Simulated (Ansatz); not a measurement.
ClFH2HfOS (`[OH][Hf]([F])([SH])[Cl]`). The species carries charge 0 and has multiplicity 1. Hf takes the def2 core potential.

```xyz
7

O    -1.2784   -0.8185   -0.2357
Hf    0.0773    0.5004   -0.3196
F     0.5767    0.9011   -2.1045
S     2.0438   -0.3966    0.8233
Cl   -0.6586    2.4811    0.7087
H    -2.0444   -1.3729   -0.3502
H     1.2836   -1.2946    1.4780
```

(1) What are the harmonic wavenumbers in cm⁻¹ at PBE0-D4/def2-TZVP (Ansatz, finite differences of forces, unscaled)? (Best estimate.)

(2) Is this a minimum?

(3) Give the ideal-gas thermochemistry at 298.15 K and 1 bar (rigid rotor, harmonic oscillator; point group C1, symmetry number 1).

Results:

(1) Computed: 88, 98, 117, 146, 157, 171, 224, 295, 354, 377, 511, 650, 729, 2696, 4005.

(2) Yes, all 15 modes are real.

(3) Zero-point energy 63.5 kJ/mol; H(298) − E = 89.7 kJ/mol; entropy 404.6 J/(mol·K), of which translation 179.3, rotation 121.1, vibration 104.2; G(298) − E = -31.0 kJ/mol. Modes under 100 cm⁻¹ are hindered rotations or soft bends, so the harmonic entropy is rough.
